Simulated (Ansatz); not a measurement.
Steps of a relaxation of `CC1=CC(C(F)(F)F)=[O+][In-]([CH3])([CH3])[O]1` with RKS PBE0-D4/def2-TZVP.

```sh
$ ansatz run in.yaml --threads 11 --pin off --events-out ev --progress --plain --max-ram 120832MiB --backend cuda --devices 0, --max-vram 75GiB
```

```yaml
crystal:
  periodic: [false, false, false]
  atoms:
    - {symbol: C, position_ang: [-1.134073, -2.812480, 0.855035]}
    - {symbol: C, position_ang: [-0.615796, -1.458265, 0.418542]}
    - {symbol: C, position_ang: [-1.573054, -0.466525, 0.066756]}
    - {symbol: C, position_ang: [-1.295156, 0.831937, -0.384746]}
    - {symbol: C, position_ang: [-2.533253, 1.701497, -0.723883]}
    - {symbol: F, position_ang: [-3.323725, 1.080325, -1.633382]}
    - {symbol: F, position_ang: [-3.283400, 1.909327, 0.386069]}
    - {symbol: F, position_ang: [-2.180863, 2.894234, -1.220094]}
    - {symbol: O, position_ang: [-0.174750, 1.411967, -0.552064]}
    - {symbol: In, position_ang: [1.824628, 0.530580, -0.078851]}
    - {symbol: C, position_ang: [2.637743, 0.114926, -2.034735]}
    - {symbol: C, position_ang: [2.230886, 1.319717, 1.890682]}
    - {symbol: O, position_ang: [0.651321, -1.314599, 0.395987]}
    - {symbol: H, position_ang: [-0.289312, -3.473114, 1.119965]}
    - {symbol: H, position_ang: [-1.727936, -3.279940, 0.043026]}
    - {symbol: H, position_ang: [-1.810133, -2.705714, 1.728008]}
    - {symbol: H, position_ang: [-2.631916, -0.751913, 0.133317]}
    - {symbol: H, position_ang: [3.682905, 0.460527, -2.132937]}
    - {symbol: H, position_ang: [2.008459, 0.626734, -2.788116]}
    - {symbol: H, position_ang: [2.593858, -0.977303, -2.207418]}
    - {symbol: H, position_ang: [1.533771, 2.158275, 2.081849]}
    - {symbol: H, position_ang: [3.271980, 1.676573, 1.994107]}
    - {symbol: H, position_ang: [2.042616, 0.516235, 2.628282]}
basis:
  gaussian: {orbitals: def2-TZVP}
hamiltonian: {xc: pbe0, dispersion: d4}
relax: {f_tol: 0.005, max_steps: 150}
```

Positions (Å) and forces (eV/Å) along the path, 7 of 64 steps:

```xyz
23
step=1 energy=-24829.7234 eV
C    -1.134   -2.812    0.855   -0.064   -0.126    0.044
C    -0.616   -1.458    0.419    0.643    0.216   -0.059
C    -1.573   -0.467    0.067   -0.030    0.196   -0.112
C    -1.295    0.832   -0.385    0.753   -0.164    0.103
C    -2.533    1.701   -0.724   -0.244    0.161   -0.075
F    -3.324    1.080   -1.633    0.423    0.439    0.526
F    -3.283    1.909    0.386    0.392   -0.062   -0.676
F    -2.181    2.894   -1.220   -0.313   -0.730    0.299
O    -0.175    1.412   -0.552   -0.821   -0.649    0.216
In    1.825    0.531   -0.079   -0.267   -0.076    0.007
C     2.638    0.115   -2.035    0.008   -0.035   -0.120
C     2.231    1.320    1.891   -0.009    0.038    0.114
O     0.651   -1.315    0.396   -1.044    0.141   -0.047
H    -0.289   -3.473    1.120   -0.410    0.346   -0.138
H    -1.728   -3.280    0.043    0.294    0.248    0.363
H    -1.810   -2.706    1.728    0.333   -0.020   -0.416
H    -2.632   -0.752    0.133    0.553    0.152   -0.033
H     3.683    0.461   -2.133   -0.490   -0.167    0.037
H     2.008    0.627   -2.788    0.316   -0.255    0.356
H     2.594   -0.977   -2.207    0.030    0.520    0.062
H     1.534    2.158    2.082    0.347   -0.406   -0.078
H     3.272    1.677    1.994   -0.497   -0.167   -0.042
H     2.043    0.516    2.628    0.097    0.400   -0.330
23
step=31 energy=-24829.8920 eV
C    -1.102   -2.850    0.723   -0.011    0.004    0.014
C    -0.617   -1.469    0.394    0.019   -0.016   -0.043
C    -1.586   -0.511    0.019   -0.012   -0.002    0.012
C    -1.315    0.795   -0.341    0.008    0.021    0.024
C    -2.500    1.704   -0.707   -0.071    0.044   -0.009
F    -3.680    1.073   -0.686    0.112    0.070   -0.004
F    -2.574    2.726    0.153   -0.002   -0.089   -0.093
F    -2.333    2.208   -1.932   -0.028   -0.028    0.097
O    -0.213    1.399   -0.413   -0.018   -0.020   -0.004
In    1.759    0.552   -0.001   -0.002   -0.001   -0.002
C     2.548    0.155   -1.943    0.012   -0.004   -0.002
C     2.244    1.318    1.929   -0.001    0.007    0.002
O     0.621   -1.274    0.455   -0.020    0.004    0.003
H    -0.308   -3.422    1.198   -0.003    0.003    0.002
H    -1.400   -3.356   -0.201    0.009    0.004    0.004
H    -1.981   -2.814    1.370    0.003   -0.002   -0.004
H    -2.618   -0.828    0.015    0.018    0.007   -0.002
H     3.565    0.533   -2.058   -0.014   -0.004   -0.001
H     1.906    0.630   -2.686    0.003   -0.001    0.002
H     2.549   -0.922   -2.116   -0.002    0.012    0.005
H     1.558    2.133    2.165    0.006   -0.006    0.000
H     3.267    1.689    1.980   -0.008   -0.003    0.000
H     2.115    0.526    2.668    0.002    0.002   -0.002
23
step=34 energy=-24829.8936 eV
C    -1.105   -2.849    0.723   -0.013   -0.016    0.011
C    -0.619   -1.471    0.386    0.011    0.000   -0.027
C    -1.589   -0.504    0.040    0.002    0.003    0.016
C    -1.315    0.798   -0.335    0.015    0.011   -0.012
C    -2.499    1.713   -0.692    0.004    0.010   -0.017
F    -3.687    1.112   -0.575    0.028    0.030   -0.007
F    -2.508    2.784    0.105   -0.013   -0.032   -0.031
F    -2.384    2.139   -1.952   -0.017   -0.012    0.056
O    -0.210    1.389   -0.440   -0.021   -0.007    0.002
In    1.760    0.545   -0.018    0.002    0.011    0.001
C     2.577    0.164   -1.951   -0.004   -0.010   -0.004
C     2.214    1.302    1.923    0.006    0.000    0.007
O     0.622   -1.286    0.414   -0.016   -0.002    0.005
H    -0.325   -3.402    1.245   -0.020    0.010   -0.010
H    -1.349   -3.378   -0.205    0.014    0.014    0.026
H    -2.014   -2.813    1.327    0.020   -0.008   -0.018
H    -2.624   -0.810    0.065    0.002    0.000    0.003
H     3.583    0.569   -2.062   -0.004   -0.001    0.005
H     1.927    0.614   -2.702    0.002   -0.002    0.006
H     2.609   -0.914   -2.114    0.003    0.005   -0.006
H     1.504    2.093    2.169    0.005   -0.009   -0.007
H     3.226    1.701    1.983   -0.006   -0.003    0.003
H     2.108    0.497    2.652    0.002    0.006   -0.002
23
step=56 energy=-24829.9001 eV
C    -1.109   -2.845    0.721    0.006   -0.013   -0.004
C    -0.638   -1.464    0.378   -0.001   -0.003   -0.018
C    -1.603   -0.491    0.041    0.002    0.010    0.006
C    -1.320    0.814   -0.324   -0.003   -0.004    0.004
C    -2.500    1.741   -0.665   -0.003    0.006   -0.003
F    -3.690    1.145   -0.558    0.003   -0.001   -0.002
F    -2.503    2.797    0.149    0.002   -0.003   -0.001
F    -2.383    2.188   -1.917   -0.002   -0.002    0.003
O    -0.212    1.397   -0.428    0.001    0.000    0.001
In    1.758    0.530   -0.028    0.000    0.001    0.000
C     2.546    0.154   -1.974    0.000    0.001   -0.001
C     2.243    1.272    1.911    0.001    0.000    0.000
O     0.606   -1.285    0.406    0.001    0.000    0.004
H    -0.620   -3.174    1.640   -0.017    0.002   -0.015
H    -0.792   -3.527   -0.075   -0.009    0.012    0.022
H    -2.191   -2.905    0.829    0.019   -0.005    0.003
H    -2.639   -0.788    0.066    0.000   -0.001    0.000
H     3.533    0.595   -2.110    0.000    0.000    0.000
H     1.864    0.573   -2.715    0.000    0.000    0.000
H     2.615   -0.923   -2.129    0.000    0.000    0.000
H     1.481    1.992    2.211    0.000    0.000    0.000
H     3.219    1.757    1.934   -0.001    0.000    0.000
H     2.243    0.444    2.621    0.000    0.001   -0.001
23
step=57 energy=-24829.9002 eV
C    -1.110   -2.845    0.721    0.009   -0.013   -0.018
C    -0.639   -1.466    0.372    0.000    0.010    0.066
C    -1.603   -0.492    0.038    0.001   -0.005   -0.038
C    -1.320    0.815   -0.322   -0.004   -0.002    0.001
C    -2.500    1.742   -0.664   -0.003    0.005    0.002
F    -3.690    1.145   -0.565    0.000   -0.005    0.000
F    -2.507    2.795    0.155    0.001    0.002    0.002
F    -2.379    2.195   -1.913    0.001    0.000   -0.004
O    -0.212    1.399   -0.421    0.002    0.000    0.003
In    1.758    0.529   -0.027    0.001    0.007   -0.001
C     2.540    0.155   -1.975    0.002    0.001    0.000
C     2.249    1.270    1.911   -0.002   -0.003    0.002
O     0.605   -1.284    0.406   -0.004   -0.010   -0.017
H    -0.653   -3.153    1.663   -0.007    0.009   -0.013
H    -0.758   -3.539   -0.048   -0.006    0.003    0.010
H    -2.194   -2.914    0.794    0.007    0.000   -0.003
H    -2.639   -0.792    0.052    0.001    0.004    0.011
H     3.526    0.597   -2.115   -0.002    0.000    0.001
H     1.855    0.572   -2.715    0.000    0.000    0.001
H     2.610   -0.923   -2.130    0.001   -0.002   -0.002
H     1.484    1.985    2.218    0.001   -0.002   -0.002
H     3.222    1.761    1.931    0.001    0.000   -0.001
H     2.258    0.440    2.619    0.001    0.001    0.001
23
step=62 energy=-24829.9006 eV
C    -1.111   -2.844    0.722   -0.001   -0.009    0.005
C    -0.640   -1.465    0.372    0.007   -0.004   -0.005
C    -1.603   -0.492    0.030   -0.001    0.006   -0.002
C    -1.321    0.816   -0.321   -0.004   -0.004    0.004
C    -2.499    1.743   -0.666    0.002   -0.001   -0.002
F    -3.688    1.142   -0.581    0.000    0.001    0.001
F    -2.516    2.790    0.160    0.000   -0.001   -0.001
F    -2.369    2.205   -1.911   -0.001    0.000    0.002
O    -0.213    1.403   -0.408    0.003    0.000   -0.001
In    1.758    0.529   -0.025   -0.001    0.001    0.000
C     2.528    0.159   -1.979    0.000    0.000    0.000
C     2.262    1.262    1.912    0.000    0.000    0.001
O     0.603   -1.284    0.409   -0.004    0.001    0.002
H    -0.728   -3.110    1.711   -0.007    0.002   -0.014
H    -0.682   -3.554    0.011   -0.006    0.009    0.011
H    -2.196   -2.933    0.714    0.012   -0.001    0.001
H    -2.639   -0.792    0.041    0.000    0.000    0.001
H     3.509    0.609   -2.127    0.000    0.000    0.000
H     1.834    0.570   -2.713    0.000    0.000    0.000
H     2.605   -0.918   -2.135    0.000    0.000    0.000
H     1.490    1.962    2.234    0.001   -0.001    0.000
H     3.227    1.768    1.922   -0.001    0.000    0.000
H     2.293    0.427    2.614    0.000    0.001   -0.001
23
step=64 energy=-24829.9006 eV
C    -1.112   -2.843    0.724    0.000   -0.002   -0.002
C    -0.640   -1.465    0.371   -0.002    0.003   -0.002
C    -1.603   -0.493    0.027   -0.001   -0.001    0.002
C    -1.320    0.817   -0.321    0.001    0.002    0.002
C    -2.499    1.744   -0.667    0.000    0.000   -0.002
F    -3.688    1.141   -0.585    0.001    0.001    0.001
F    -2.518    2.789    0.161    0.000   -0.001    0.000
F    -2.367    2.207   -1.911    0.000    0.000    0.001
O    -0.213    1.404   -0.406   -0.002    0.000   -0.001
In    1.758    0.529   -0.026    0.000   -0.001    0.000
C     2.525    0.161   -1.981    0.000    0.000    0.000
C     2.265    1.258    1.913    0.000    0.000    0.000
O     0.603   -1.284    0.409    0.002    0.001   -0.001
H    -0.750   -3.096    1.723   -0.001    0.000    0.000
H    -0.663   -3.558    0.031    0.000    0.000    0.002
H    -2.196   -2.938    0.693    0.001    0.000    0.001
H    -2.639   -0.793    0.038    0.000    0.000   -0.001
H     3.504    0.615   -2.131    0.000    0.000    0.000
H     1.828    0.569   -2.713    0.000    0.000    0.000
H     2.607   -0.916   -2.136    0.000    0.000    0.000
H     1.491    1.953    2.240    0.000    0.000    0.000
H     3.228    1.769    1.921    0.000    0.000    0.000
H     2.303    0.421    2.611    0.000    0.000    0.000
```

Hardware: 11 threads of an AMD EPYC 7R13 on a shared host and a whole NVIDIA H100 80 GB. Wall time 85 s, peak host memory 1.4 GiB.
